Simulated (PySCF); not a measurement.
## Correlation energy of As⁺ (arsenic, charge +1)

[Ar] 3d10 4s1 4p2 4d1, one real determinant (an excited configuration). All numbers are calculated (PySCF 2.14, the spin-free X2C one-electron Hamiltonian (Gaussian nucleus), in x2c-TZVPPall with one added diffuse shell each of s, p, d type (7s6p5d1f, 57 functions)). Frozen: [Ne]; 22 electrons correlated.

```
  level  correlation energy (mhartree)
   CCSD                        -259.03
    (T)                          -9.80
CCSD(T)                        -268.83
```

Diagnostics: T1 = 0.012, D1 = 0.0701, largest double amplitude 0.301.

Question: Is a single reference adequate?

Answer: Not fully. The real determinant used has ⟨L²⟩ near 8 against 12 for a pure F term, so it mixes terms. The outer electron is Rydberg-like, and this basis confines it to a smaller radius and binds it less than a complete one would. A double-excitation amplitude exceeds 0.15, a sign of near-degeneracy.

The reference is one real determinant that mixes LS terms of this configuration.

This basis was not built for core-valence correlation, so the inner-shell part is incomplete.
